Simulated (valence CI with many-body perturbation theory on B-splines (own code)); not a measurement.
Values are calculated unless marked as measured or tabulated.
## Run record, La7+

Level of theory: relativistic CI+MBPT: four valence electrons over a frozen Dirac-Fock core [Kr] 4d10, a basis of 8 s, 8 p, 9 d, 9 f, 6 g, 3 h, 2 i functions for each j, with the one-electron correlation potential Σ1 (screened to all orders), the two-electron term Σ2, the three-electron term Σ3, Breit, model QED; selected single and double excitations, second order for the rest, scaled by the run's own slope (own B-spline code, finite nucleus).

Command, and the settings that its task file holds:

```sh
python run_cv.py task.json out
```

```
atom La  Z=57  mass_number=139  rms_radius_fm=4.8550
core [Kr] 4d10
valence 5s2 5p2
avg = 1
basis = L
breit = 1
cap = 40000
capref = 1200
cscale = 1
de = 0.0
dress = 0
eps = 2e-08
extrap = 1
h = 0.27
hh = 1
l2 = 3
lcore = 6
maxit = 60
n2 = 5
natural = 1
nlev = 60
nno = [5, 5, 6, 7, 5, 3, 2]
nroot = 26
nsp = [3, 3, 3, 2, 1, 0, 0]
pt2 = 1
qed = 1
rpa = 1
s1 = 1
s2 = 1
s3 = 1
screen = 1
tol = 2e-05
whole = 1
```

(1) Roughly how long does this run take on one core of Intel(R) Xeon(R) Processor @ 2.30GHz, and how much memory?

Log. The first blocks belong to the next ion, which gives the ionisation energy. Fields: 2J, parity (1 odd), roots, reference size, generating configurations, candidates as configurations/state functions, variational space P, stored matrix elements, Davidson steps; e2 is the range of second-order energies in hartree. The first line gives the box (bohr), its intervals, the orbitals and the steps of their self-consistent field. Window is the range of levels sought, series limit the energy at which the first omitted orbital would enter, core excitation an estimate of the first excitation out of the core, left out the lowest levels not solved, and shifts from estimates the range by which levels moved from their first estimate, all in cm⁻¹.

```
rmax 13.1 intervals 63 orbitals 82 references ['5s2 5p2', '4f 5s2 5p', '5s 5p3', '5s2 5p 5d', '4f 5s 5p2'] scf 7 t 2.2
2J=1 par=1 roots 2 ref 25 generators 13 cand 9101/14095 P 1840/2718 nnz 1.1e+06 it 7
2J=1 par=1 roots 2 ref 25 generators 35 cand 15396/23661 P 3249/4959 nnz 2.8e+06 it 6
   second order: generators 60 cand 20095/31692 e2 -0.00005 -0.00001
reference levels 664, estimated 218, window 269327 1/cm; series limit 603184, core excitation 774895
2J=0 par=0 roots 4 ref 30 generators 22 cand 37766/81293 P 4831/7998 nnz 4.2e+06 it 7
2J=0 par=0 roots 4 ref 30 generators 53 cand 76804/185679 P 9656/17027 nnz 1.3e+07 it 8
   second order: generators 135 cand 159055/398864 e2 -0.00023 -0.00006
2J=2 par=0 roots 4 ref 64 generators 19 cand 32481/186061 P 2478/7998 nnz 5.9e+06 it 5
2J=2 par=0 roots 4 ref 64 generators 56 cand 86267/497356 P 8805/33571 nnz 6.6e+07 it 8
   second order: generators 148 cand 170157/1057053 e2 -0.00036 -0.00010
2J=4 par=0 roots 9 ref 91 generators 39 cand 40472/317183 P 2436/7998 nnz 6.2e+06 it 7
2J=4 par=0 roots 9 ref 91 generators 93 cand 98237/873271 P 8333/39996 nnz 1e+08 it 8
   second order: generators 248 cand 199903/1904895 e2 -0.00076 -0.00022
2J=6 par=0 roots 6 ref 82 generators 24 cand 33732/314286 P 2103/7999 nnz 6.7e+06 it 5
2J=6 par=0 roots 6 ref 82 generators 68 cand 99460/981419 P 7504/39992 nnz 1.1e+08 it 8
   second order: generators 176 cand 179051/1880745 e2 -0.00064 -0.00031
2J=8 par=0 roots 7 ref 69 generators 31 cand 42075/413215 P 2123/7999 nnz 7.2e+06 it 6
2J=8 par=0 roots 7 ref 69 generators 72 cand 104970/1173350 P 6978/38755 nnz 1.1e+08 it 8
   second order: generators 192 cand 185086/2198886 e2 -0.00081 -0.00043
2J=4 par=1 roots 15 ref 54 generators 38 cand 44758/351268 P 2234/8000 nnz 6.7e+06 it 13
2J=4 par=1 roots 15 ref 54 generators 87 cand 89085/703538 P 8588/39996 nnz 9.5e+07 it 14
   second order: generators 214 cand 172156/1512522 e2 -0.00096 -0.00015
2J=10 par=0 roots 3 ref 41 generators 15 cand 37300/350975 P 1858/7997 nnz 7.6e+06 it 5
2J=10 par=0 roots 3 ref 41 generators 43 cand 82305/856184 P 6492/37518 nnz 1.1e+08 it 7
   second order: generators 111 cand 152429/1644576 e2 -0.00042 -0.00023
2J=2 par=1 roots 10 ref 40 generators 31 cand 36728/199528 P 2883/7999 nnz 6.1e+06 it 10
2J=2 par=1 roots 10 ref 40 generators 80 cand 82469/451824 P 10761/39997 nnz 8.7e+07 it 11
   second order: generators 210 cand 165515/1034470 e2 -0.00039 -0.00011
2J=6 par=1 roots 12 ref 53 generators 33 cand 44048/401070 P 2118/7998 nnz 6.6e+06 it 11
...
2J=10 par=1 roots 4 ref 30 generators 33 cand 50139/476261 P 7261/39217 nnz 1.1e+08 it 10
   second order: generators 79 cand 97747/1098452 e2 -0.00046 -0.00013
2J=12 par=0 roots 2 ref 20 generators 8 cand 20841/192270 P 1740/7997 nnz 9.4e+06 it 5
2J=12 par=0 roots 2 ref 20 generators 27 cand 56123/683129 P 5025/29112 nnz 8.2e+07 it 9
   second order: generators 72 cand 110414/1307823 e2 -0.00038 -0.00025
2J=12 par=1 roots 2 ref 17 generators 9 cand 26156/228882 P 2000/8000 nnz 7.9e+06 it 6
2J=12 par=1 roots 2 ref 17 generators 24 cand 47156/441212 P 5410/28539 nnz 7.6e+07 it 11
   second order: generators 54 cand 86678/930248 e2 -0.00028 -0.00013
left out: unestimated 383098, estimated 286114, shifts from estimates -31 to 218
operators 5.3
```

The Davidson iterations converged.

No measured levels were compared; by estimate levels hold to about 250 cm⁻¹ or 0.2 % of their energy and the worst to 1 %, as in measured heavy ions of charge 2 to 7; those with d or f electrons hold less well. Core correlation moves these levels by up to 38000 cm⁻¹, and in measured spectra 5 to 20 % of such shifts remained as error; rates that hang on mixing are uncertain with them.

```yaml
Valence_energy: -20.12584 hartree
Ionisation_energy: "105.88 eV (NIST: 105 ± 2.1 eV (theoretical))"
Reference_configurations_for_the_orbitals: 5s2 5p2, 4f 5s2 5p, 5s 5p3, 5s2 5p 5d, 4f 5s 5p2
Radial_orbitals: 82
Box_radius: 13.13 bohr
Largest_variational_space: 39997
Lowest_levels: (5s^2 5p1/2^2) J=0 0.000, (5s^2 5p1/2 5p3/2) J=1 2.392, (5s^2 5p1/2 5p3/2) J=2 3.191, (5s^2 5p3/2^2) J=2 6.292, (5s^2 5p3/2^2) J=0 8.758, (4f5/2 5s^2 5p1/2) J=3 14.168, (4f7/2 5s^2 5p1/2) J=3 14.662, (4f5/2 5s^2 5p1/2) J=2 14.778, (4f7/2 5s^2 5p1/2) J=4 14.879, (5s 5p1/2^2 5p3/2) J=2 17.068, (4f5/2 5s^2 5p3/2) J=3 17.124, (4f7/2 5s^2 5p3/2) J=4 17.451, (4f7/2 5s^2 5p3/2) J=5 17.855, (4f7/2 5s^2 5p3/2) J=3 18.002 eV
```

Levels are named by their leading jj configuration (3d3/2^4 stands for four electrons in 3d with j = 3/2), which in mixed levels can hold well under half, so a name can repeat and another be missing.

## Answers

(1) 7.8 min on 1 thread of Intel(R) Xeon(R) Processor @ 2.30GHz (shared host), peak memory 1.4 GiB.
